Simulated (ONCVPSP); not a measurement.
# Configuration tests for iron (ONCV)

Fe, optimised norm-conserving Vanderbilt (ONCV), made with ONCVPSP 4.0.1 (PBE, scalar-relativistic). Core [Ne], reference 3s2 3p6 3d6 4s2. Waves: 3s+4s: rc 1.05 bohr, ncon 4, nbas 8, qcut 12.2 1/bohr, 2 projectors; 3p: rc 1.10 bohr, ncon 3, nbas 6, qcut 14.3 1/bohr, 2 projectors, debl 1.2 Ha; 3d: rc 1.20 bohr, ncon 5, nbas 10, qcut 11 1/bohr, 2 projectors, debl 3.6 Ha; f scattering state at 0.03 Ha: rc 1.15 bohr, ncon 4, nbas 8, qcut 9.5 1/bohr, 1 projector. Local part: polynomial inside 1.00 bohr (lpopt 4, dvloc0 3 Ha). Core correction: Teter function, fcfact 3.5, rcfact 1.1.

In the p channel the program set the typed energies aside and used -2.207, 0.250 Ha.

Energies are relative to the spin-unpolarised reference configuration 3s2 3p6 3d6 4s2; without spin polarisation the order of configurations can differ from experiment.

| valence configuration | charge | ΔE all-electron (eV) | error AE − PS (meV) |
| --- | --- | --- | --- |
| 3s2 3p6 3d6 4s0 | +2 | 24.932 | +0.7 |
| 3s2 3p6 3d5 4s0 | +3 | 59.155 | +1.9 |

**Question.** What are ΔE and the potential's error for 3s2 3p6 3d6 4s1?

**Answer.** ΔE = 8.729 eV all-electron; the error (AE − PS) is -0.2 meV.

**Question.** What are ΔE and the potential's error for 3s2 3p6 3d6 4s1.5?

**Answer.** ΔE = 3.484 eV all-electron; the error (AE − PS) is -0.2 meV.
